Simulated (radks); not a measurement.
Spherical jellium clusters: N electrons in a uniform positive sphere of charge N and radius rs N^(1/3), rs = 5.04 bohr. Method: non-relativistic Kohn-Sham, LDA (Slater exchange, Perdew-Wang correlation), spin-polarised, spherical densities; computed with a radial shooting solver with Libxc functionals. Levels are named by radial order and angular momentum (1s, 1p, 1d, 2s, ...), and open shells are averaged over m.

N = 9, configuration 1s2 1p6 1d(up 1, down 0). This is the lowest configuration that the search found. Occupied and some empty levels:

level    occupation  eigenvalue (eV)  <r> (bohr)
1s up             1          -3.6116       6.954
1s down           1          -3.5339       6.869
1p up             3          -2.8834       8.182
1p down           3          -2.7869       8.161
1d up             1          -1.9533       9.246
1d down           0          -1.8524       9.274
2s up             0          -1.4827       8.530
2s down           0          -1.4340       8.597
1f up             0         -0.91246       10.45
1f down           0         -0.81910       10.55
2p up             0         -0.60330       11.72
2p down           0         -0.55900       11.90

Energy (eV): total -15.8096, kinetic 10.312, external -249.52, Hartree 123.78, exchange-correlation -26.523, background 126.15.
